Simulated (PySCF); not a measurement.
# Excitation energy of Si by level of theory

Si [Ne] 3s2 3p2 (3P) → Si [Ne] 3s1 3p3 (5S), as a difference of total energies. All numbers are calculated (PySCF 2.14, no relativity, point nucleus, in def2-TZVPPD (6s5p4d1f, 48 functions)). Correlated levels: valence: [Ne] frozen; valence and next inner shell: 1s2 frozen. The calculations carry no spin-orbit coupling.

| method | excitation energy (eV) |
| --- | --- |
| UHF | 2.606 |
| LDA | 4.280 |
| PBE | 4.192 |
| PBE0 | 4.022 |
| r2SCAN | 3.609 |
| M06-2X | 4.481 |
| M06-L | 3.988 |
| B3LYP | 4.511 |
| MP2 (valence) | 3.552 |
| SCS-MP2 (valence) | 4.018 |
| MP2 (valence and next inner shell) | 3.710 |
| SCS-MP2 (valence and next inner shell) | 4.138 |

Problem. How much does correlation contribute at MP2 (valence and next inner shell)?

Solution. 3.710 − (2.606) = 1.104 eV, measured against UHF.

A first-order spin-orbit estimate (lowest level to lowest level, LS coupling) adds 0.016 eV.
